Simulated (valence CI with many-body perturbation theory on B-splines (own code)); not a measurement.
## E1 line list for Pt65+

Method: relativistic CI+MBPT: three valence electrons over a frozen Dirac-Fock core [Ne], a basis of 11 s, 11 p, 10 d, 8 f, 5 g, 2 h functions for each j, with the one-electron correlation potential Σ1, the two-electron term Σ2, the three-electron term Σ3, Breit, model QED; selected CI, second order for the rest, scaled by the run's own slope (own B-spline code, finite nucleus).

No measured spectrum was set against this ion. As an estimate, large intervals hold to a few tenths of a per cent, small ones and those within an open d or f shell to about a per cent.

Lines 151 to 200 of 590 in falling wavelength, among levels below 3737.8 eV, chosen from the strongest by gf and those to the six lowest levels. Wavelengths and rates use the calculated energies. Electric multipoles are in the length gauge, E1 and E2 with the static RPA response of the core. Weak lines are less certain than strong ones. Lines between different terms over intervals too small for the method are left out, as are lines whose strength nearly cancels. The highest levels of a list are the least certain.

Levels are named by their leading jj configuration (3d3/2^4 stands for four electrons in 3d with j = 3/2), which in mixed levels can hold well under half, so a name can repeat and another be missing. Letters in brackets count levels of one name in rising energy.

```csv
λ vac (nm),Upper,Lower,A (s⁻¹),S (a.u.) with core polarisation,S without
3.628,(3s 3d3/2 3d5/2) J=7/2 [a],(3s 3p3/2 3d3/2) J=5/2 [a],3.14e+11,5.92e-02,5.99e-02
3.624,(3p3/2^2 3d5/2) J=3/2,(3p3/2^3) J=3/2,5.38e+11,5.06e-02,5.12e-02
3.623,(3p3/2 3d5/2^2) J=1/2,(3p3/2^2 3d5/2) J=1/2,6.94e+11,3.26e-02,3.30e-02
3.617,(3p3/2 3d5/2^2) J=3/2 [a],(3p3/2^2 3d5/2) J=5/2 [a],3.94e+11,3.68e-02,3.73e-02
3.617,(3p1/2 3d3/2 3d5/2) J=3/2 [a],(3p1/2 3p3/2 3d3/2) J=3/2 [a],2.04e+11,1.91e-02,1.93e-02
3.616,(3p1/2 3d3/2 3d5/2) J=1/2,(3p1/2 3p3/2 3d3/2) J=1/2 [a],3.08e+11,1.44e-02,1.45e-02
3.614,(3p3/2 3d5/2^2) J=5/2 [b],(3p3/2^2 3d5/2) J=5/2 [a],3.55e+11,4.97e-02,5.03e-02
3.612,(3s 3d5/2^2) J=1/2,(3s 3p3/2 3d5/2) J=3/2 [b],4.93e+11,2.29e-02,2.32e-02
3.610,(3p1/2 3p3/2 3d5/2) J=3/2 [b],(3p1/2 3p3/2^2) J=1/2,2.36e+11,2.19e-02,2.22e-02
3.609,(3d3/2^2 3d5/2) J=3/2,(3p3/2 3d3/2^2) J=3/2 [a],2.04e+11,1.89e-02,1.92e-02
3.608,(3p3/2 3d3/2 3d5/2) J=5/2 [c],(3p3/2^2 3d3/2) J=5/2,2.82e+11,3.92e-02,3.97e-02
3.608,(3p3/2 3d3/2 3d5/2) J=1/2 [b],(3p3/2^2 3d3/2) J=3/2 [b],4.62e+11,2.14e-02,2.17e-02
3.604,(3p1/2 3d3/2 3d5/2) J=5/2 [a],(3p1/2 3p3/2 3d3/2) J=5/2 [a],1.35e+11,1.87e-02,1.89e-02
3.602,(3p3/2 3d3/2 3d5/2) J=9/2 [b],(3p3/2^2 3d3/2) J=7/2,6.68e+11,1.54e-01,1.56e-01
3.599,(3p3/2 3d5/2^2) J=3/2 [b],(3p3/2^2 3d5/2) J=5/2 [b],3.31e+11,3.05e-02,3.09e-02
3.598,(3d3/2 3d5/2^2) J=3/2 [a],(3p3/2 3d3/2 3d5/2) J=5/2 [b],2.13e+11,1.96e-02,1.99e-02
3.597,(3p1/2 3d3/2 3d5/2) J=7/2 [b],(3p1/2 3p3/2 3d3/2) J=5/2 [b],3.19e+11,5.85e-02,5.93e-02
3.593,(3p3/2 3d3/2 3d5/2) J=3/2 [b],(3p3/2^2 3d3/2) J=1/2,2.93e+11,2.68e-02,2.71e-02
3.593,(3d3/2 3d5/2^2) J=3/2 [a],(3p3/2 3d3/2 3d5/2) J=3/2 [a],2.96e+11,2.71e-02,2.75e-02
3.590,(3s 3p3/2 3d5/2) J=5/2 [b],(3s 3p3/2^2) J=3/2,6.38e+11,8.73e-02,8.84e-02
3.588,(3s^2 3d5/2) J=5/2,(3s^2 3p3/2) J=3/2,3.67e+11,5.03e-02,5.09e-02
3.587,(3p3/2^2 3d5/2) J=5/2 [b],(3p3/2^3) J=3/2,7.46e+11,1.02e-01,1.03e-01
3.587,(3s 3p1/2 3d5/2) J=7/2,(3s 3p1/2 3p3/2) J=5/2,2.50e+11,4.55e-02,4.61e-02
3.587,(3d3/2 3d5/2^2) J=3/2 [b],(3p3/2 3d3/2 3d5/2) J=5/2 [d],4.35e+11,3.96e-02,4.01e-02
3.581,(3s 3d5/2^2) J=5/2,(3s 3p3/2 3d5/2) J=3/2 [a],8.88e+10,1.21e-02,1.22e-02
3.579,(3p1/2 3p3/2 3d5/2) J=5/2 [b],(3p1/2 3p3/2^2) J=3/2,5.68e+11,7.72e-02,7.81e-02
3.578,(3p1/2 3d3/2 3d5/2) J=3/2 [b],(3p1/2 3p3/2 3d3/2) J=1/2 [b],1.92e+11,1.73e-02,1.75e-02
3.576,(3d3/2 3d5/2^2) J=7/2 [a],(3p3/2 3d3/2 3d5/2) J=7/2 [a],1.99e+11,3.60e-02,3.64e-02
3.563,(3p3/2 3d5/2^2) J=3/2 [b],(3p3/2^2 3d5/2) J=3/2,7.54e+11,6.74e-02,6.82e-02
3.561,(3s 3d3/2 3d5/2) J=5/2 [a],(3s 3p3/2 3d3/2) J=3/2 [a],3.04e+11,4.07e-02,4.12e-02
3.558,(3s 3p3/2 3d5/2) J=7/2 [a],(3s 3p3/2^2) J=5/2,3.89e+11,6.92e-02,7.00e-02
3.554,(3d3/2 3d5/2^2) J=1/2,(3p3/2 3d3/2 3d5/2) J=3/2 [a],2.29e+11,1.01e-02,1.03e-02
3.547,(3d3/2 3d5/2^2) J=1/2,(3p3/2 3d3/2 3d5/2) J=1/2 [a],2.77e+11,1.22e-02,1.23e-02
3.547,(3s 3p1/2 3d5/2) J=5/2 [a],(3s 3p1/2 3p3/2) J=3/2 [a],3.38e+11,4.47e-02,4.52e-02
3.544,(3p1/2 3p3/2 3d5/2) J=7/2 [b],(3p1/2 3p3/2^2) J=5/2,4.39e+11,7.71e-02,7.80e-02
3.544,(3d3/2 3d5/2^2) J=11/2,(3p3/2 3d3/2 3d5/2) J=11/2,1.41e+11,3.73e-02,3.77e-02
3.540,(3s 3d5/2^2) J=5/2,(3s 3p3/2 3d5/2) J=7/2 [a],9.30e+10,1.22e-02,1.24e-02
3.540,(3p1/2 3d5/2^2) J=1/2,(3p1/2 3p3/2 3d5/2) J=3/2 [b],5.39e+11,2.36e-02,2.39e-02
3.538,(3p1/2^2 3d5/2) J=5/2,(3s 3p1/2 3d3/2) J=3/2 [a],1.38e+11,1.81e-02,1.83e-02
3.537,(3s 3p3/2 3d5/2) J=3/2 [b],(3s 3p3/2^2) J=1/2,3.09e+11,2.70e-02,2.73e-02
3.532,(3d3/2 3d5/2^2) J=5/2 [a],(3p3/2 3d3/2 3d5/2) J=5/2 [a],1.21e+11,1.57e-02,1.59e-02
3.531,(3d3/2 3d5/2^2) J=3/2 [b],(3p3/2 3d3/2 3d5/2) J=3/2 [c],1.19e+11,1.03e-02,1.04e-02
3.531,(3p1/2 3d5/2^2) J=9/2,(3p1/2 3p3/2 3d5/2) J=9/2,1.30e+11,2.83e-02,2.86e-02
3.525,(3p3/2 3d3/2 3d5/2) J=5/2 [c],(3p3/2^2 3d3/2) J=3/2 [a],2.35e+11,3.05e-02,3.08e-02
3.520,(3p1/2 3d5/2^2) J=5/2,(3p1/2 3p3/2 3d5/2) J=5/2 [a],3.51e+11,4.54e-02,4.59e-02
3.514,(3s 3d3/2 3d5/2) J=3/2 [a],(3s 3p3/2 3d3/2) J=1/2 [a],2.83e+11,2.43e-02,2.46e-02
3.506,(3d3/2 3d5/2^2) J=7/2 [b],(3p3/2 3d3/2 3d5/2) J=7/2 [b],2.78e+11,4.74e-02,4.79e-02
3.506,(3p1/2 3d5/2^2) J=3/2,(3p1/2 3p3/2 3d5/2) J=3/2 [a],3.54e+11,3.01e-02,3.04e-02
3.503,(3p1/2 3d5/2^2) J=7/2,(3p1/2 3p3/2 3d5/2) J=7/2 [a],1.40e+11,2.38e-02,2.41e-02
3.491,(3s 3d5/2^2) J=1/2,(3s 3p3/2 3d5/2) J=1/2,2.43e+11,1.02e-02,1.03e-02
```
